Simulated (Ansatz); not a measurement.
Gas-phase reaction in SMILES: CCF [fluoroethane] → [CH2]C + F atom (the C-F bond at the site shown breaks; other sites are not compared here)
Structures are relaxed separately at B3LYP-D3(BJ)/def2-TZVP in Ansatz (an electronic-structure program).

Wanted: bond dissociation energy (electronic energy difference), in kcal/mol. Cores are frozen in the correlated levels unless marked. Open shells are spin-unrestricted. Spin-orbit coupling is left out. Non-relativistic. Basis-set limits of correlation are two-point, X^-3; Hartree-Fock from the larger set. The bracket is a focal-point correction in the basis named.

```
level                                                                 program  bond dissociation energy (kcal/mol)
-------------------------------------------------------------  --------------  -----------------------------------
revPBE/def2-TZVPD                                                      Ansatz                                  ___
r2SCAN/def2-TZVPD                                                      Ansatz                                112.3
r2SCAN-D4/def2-TZVPD                                           Ansatz + dftd4                                112.4
B3LYP-D4/def2-TZVPD                                            Ansatz + dftd4                                113.8
PBE0-D4/def2-TZVP                                              Ansatz + dftd4                                113.7
HSE06-D3(BJ)/def2-TZVPD                                        Ansatz + dftd3                                113.9
CAM-B3LYP-D3(BJ)/def2-TZVPD                                    Ansatz + dftd3                                  ___
CCSD/6-31G*                                                            Ansatz                                  ___
CCSD/aug-cc-pVDZ                                                       Ansatz                                  ___
CCSD/cc-pVDZ                                                           Ansatz                                103.6
CCSD(T) with core electrons/cc-pwCVTZ                                  Ansatz                                113.7
RI-MP2/CBS(aug-cc-pVTZ,aug-cc-pVQZ)+[CCSD(T)-MP2]/aug-cc-pVTZ          Ansatz                                117.9
```

Question: What belongs in the gaps?

Answer: 
- revPBE/def2-TZVPD, bond dissociation energy (kcal/mol): 112.8
- CAM-B3LYP-D3(BJ)/def2-TZVPD, bond dissociation energy (kcal/mol): 116.2
- CCSD/6-31G*, bond dissociation energy (kcal/mol): 108.3
- CCSD/aug-cc-pVDZ, bond dissociation energy (kcal/mol): 108.7
